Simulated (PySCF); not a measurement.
C2H8N, SMILES C[NH2+]C, charge +1.

The structure is a stationary point at PBE0-D3(BJ)/def2-SVP. The isomer is the one that the SMILES or the coordinates give; other isomers of the formula were not compared.

Method: CAM-B3LYP/def2-TZVPD run with PySCF.

Symmetry labels are those of the subgroup C2v that the program uses (full group C2v).

Task: List the valence orbital energies around the gap with their symmetry. (An estimate is asked for; the answer gives what the named calculation found.)

Result: 
| orbital | symmetry | energy (eV) |
|---|---|---|
| HOMO−7 | A1 | -26.53 |
| HOMO−6 | B2 | -23.73 |
| HOMO−5 | A1 | -21.90 |
| HOMO−4 | B1 | -20.65 |
| HOMO−3 | A2 | -18.65 |
| HOMO−2 | A1 | -18.49 |
| HOMO−1 | B2 | -18.21 |
| HOMO | B1 | -18.13 |
| LUMO | A1 | -4.33 |
| LUMO+1 | B2 | -2.87 |
| LUMO+2 | A1 | -2.83 |
| LUMO+3 | B1 | -2.61 |
